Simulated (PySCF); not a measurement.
Computed IR spectrum (relative IR intensity) of a molecule C5H10Si. Geometry optimised at PBE-D3(BJ)/def2-SVP. The values are those of a single conformer. Calculation: PBE-D3(BJ)/def2-SVP in PySCF. Frequencies are harmonic and unscaled.

Lines under 2 % of the strongest are left out, and lines within 2 cm⁻¹ are merged.

| ν (cm⁻¹) | relative intensity |
|---|---|
| 489 | 4.4 |
| 563 | 11 |
| 642 | 5.1 |
| 714 | 4.1 |
| 739 | 13 |
| 775 | 2.8 |
| 826 | 100 |
| 896 | 25 |
| 928 | 2.9 |
| 941 | 11 |
| 978 | 10 |
| 1006 | 2.7 |
| 1370 | 3.9 |
| 1397 | 2.8 |
| 1400 | 6.7 |
| 1619 | 2.9 |
| 1648 | 20 |
| 2136 | 32 |
| 2142 | 40 |
| 2955 | 7.3 |
| 3024 | 3.1 |
| 3043 | 5.7 |
| 3048 | 4.3 |
| 3070 | 6.6 |
| 3136 | 3.5 |

Q: Which structure fits?
A. C#C[Si](C)(C)C
B. C=C[SiH2]/C=C/C
C. CC1=C(C)[SiH2]C1
D. C=C=C[SiH2]CC

A: B, C=C[SiH2]/C=C/C
